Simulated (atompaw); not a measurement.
**Reading a pseudo-wave (boron (B))**

Columns: radius, all-electron u(r) and pseudo u(r) of the 2p shell (level -3.72 eV) of boron in the configuration [He] 2s2 2p1; LDA (PW92), scalar-relativistic, PAW (atompaw) scheme, atompaw 4.2.0.5.

```
r (bohr)  all-electron  pseudo
   0.115        0.0351  0.0015
   0.231        0.1100  0.0061
   0.346        0.1959  0.0137
   0.462        0.2811  0.0244
   0.577        0.3579  0.0383
   0.692        0.4246  0.0552
   0.808        0.4810  0.0756
   0.923        0.5265  0.0990
   1.038        0.5622  0.1254
   1.154        0.5890  0.1552
   1.269        0.6075  0.1874
   1.385        0.6190  0.2224
   1.500        0.6242  0.2590
   1.615        0.6244  0.2967
   1.731        0.6202  0.3350
   1.846        0.6125  0.3722
   1.962        0.6018  0.4075
   2.077        0.5890  0.4388
   2.192        0.5743  0.4650
   2.308        0.5581  0.4848
   2.423        0.5410  0.4965
   2.538        0.5231  0.4999
   2.654        0.5046  0.4951
   2.769        0.4859  0.4834
   2.885        0.4670  0.4667
   3.000        0.4483  0.4483
```

Q: How many radial nodes do the two functions have?

A: The all-electron 2p function has n − l − 1 = 0; the pseudo-wave has 0.

Q: Is the pseudo-wave norm-conserving?

A: No, it belongs to a PAW set: the norm inside the radius is not constrained, and the difference is carried by the augmentation charge.
